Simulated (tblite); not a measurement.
benzoquinone (C₆H₄O₂), singlet, geometry from GFN2-xTB; tblite with GFN1-xTB.

tblite was given this input:
```
$ tblite run mol.xyz --method gfn1 --charge 0 --spin 0 --efield 0,0,0.1 --json tblite.json --no-restart

# file mol.xyz
12

O      2.61718484     0.51914830    -0.01082416
C      1.42622774     0.28290845    -0.00589860
C      0.41173671     1.35470827     0.04155026
C     -0.89730690     1.09504462     0.04696421
C     -1.42622774    -0.28290845     0.00589860
O     -2.61718484    -0.51914830     0.01082416
C     -0.41173671    -1.35470827    -0.04155026
C      0.89730690    -1.09504462    -0.04696421
H      0.79604929     2.36494929     0.07169503
H     -1.63787548     1.88215271     0.08176126
H     -0.79604929    -2.36494929    -0.07169503
H      1.63787548    -1.88215271    -0.08176126
```

The log (banner, timings and long lists left out):

```
xTB calculator
 | screened Coulomb repulsion
 | Coulomb electrostatics
 |  * isotropic Klopman-Ohno-Mataga-Nishimoto electrostatics
 |  * onsite third-order electrostatics
 | DFT-D3(BJ) dispersion correction
 | Interactions (1)
 | [1] electric field

halogen bonding energy    0.0000000000000E+00 Eh
repulsion energy          3.1009240485107E-01 Eh
dispersion energy        -5.2107330914254E-03 Eh
interaction energy        0.0000000000000E+00 Eh
number of electrons       4.0000000000000E+01 e
integral cutoff           1.9731147476801E+01 bohr

------------------------------------------------------------
  cycle        total energy    energy error   density error
------------------------------------------------------------
      1     -23.71685628879  -2.4021738E+01   4.7321228E-01
      2     -24.15198982664  -4.3513354E-01   2.6372854E-01
      3     -24.15643129078  -4.4414641E-03   1.2902743E-01
      4     -24.15813548713  -1.7041964E-03   1.9812130E-02
      5     -24.16015650753  -2.0210204E-03   5.1619098E-03
      6     -24.16030063657  -1.4412904E-04   2.4493898E-03
      7     -24.16033948892  -3.8852347E-05   1.3369582E-04
      8     -24.16033956385  -7.4936583E-08   7.4944720E-05
      9     -24.16033959022  -2.6366507E-08   3.5605668E-05
     10     -24.16033959790  -7.6759612E-09   1.6485062E-07
------------------------------------------------------------

electronic energy        -2.4465221269656E+01 Eh
total energy             -2.4160339597896E+01 Eh

Post processing:
 | Mayer-Wiberg bond orders

[Info] JSON dump of results written to 'tblite.json'
```
